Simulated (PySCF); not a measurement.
PySCF 2.14 output of an unrestricted PBE calculation on a single atom or ion in cc-pVDZ-X2C (8s7p5d3f1g, 84 functions), with scalar relativity by spin-free X2C-1e:

```
SCF conv_tol = 1e-09
number electrons alpha = 36  beta = 30
    J. P. Perdew, K. Burke, and M. Ernzerhof.,  Phys. Rev. Lett. 77, 3865 (1996)
    J. P. Perdew, K. Burke, and M. Ernzerhof.,  Phys. Rev. Lett. 78, 1396 (1997)
    J. P. Perdew, K. Burke, and M. Ernzerhof.,  Phys. Rev. Lett. 77, 3865 (1996)
    J. P. Perdew, K. Burke, and M. Ernzerhof.,  Phys. Rev. Lett. 78, 1396 (1997)
cycle= 1 E= -12156.4687340323  delta_E= 0.0238  |g|= 0.667  |ddm|= 0.756
cycle= 2 E= -12156.2260580024  delta_E= 0.243  |g|= 1.51  |ddm|= 0.929
cycle= 3 E= -12156.5257610022  delta_E= -0.3  |g|= 0.0195  |ddm|= 0.622
cycle= 4 E= -12156.525834916  delta_E= -7.39e-05  |g|= 0.0135  |ddm|= 0.0592
cycle= 5 E= -12156.5258689511  delta_E= -3.4e-05  |g|= 0.000318  |ddm|= 0.0135
cycle= 6 E= -12156.5258689779  delta_E= -2.68e-08  |g|= 2.88e-05  |ddm|= 0.000937
cycle= 7 E= -12156.5258689784  delta_E= -5.49e-10  |g|= 5.52e-06  |ddm|= 0.000125
converged SCF energy = -12156.5258689784  <S^2> = 12.002324  2S+1 = 7.0006639
```

The run itself started from symmetry-adapted Hartree-Fock orbitals and held the occupation by maximum overlap, on a logarithmic radial grid, so the iterations belong to that start.

Q: Which element, charge and spin multiplicity is this?

A: Dy (dysprosium, neutral), multiplicity 7; the state was [Xe] 4f10 6s1 6p1, one real determinant (an excited configuration).

⟨L²⟩ = 36.01 against 56 for a pure K term, so this real determinant mixes terms. Spin-orbit coupling, absent here, splits the open shell strongly.
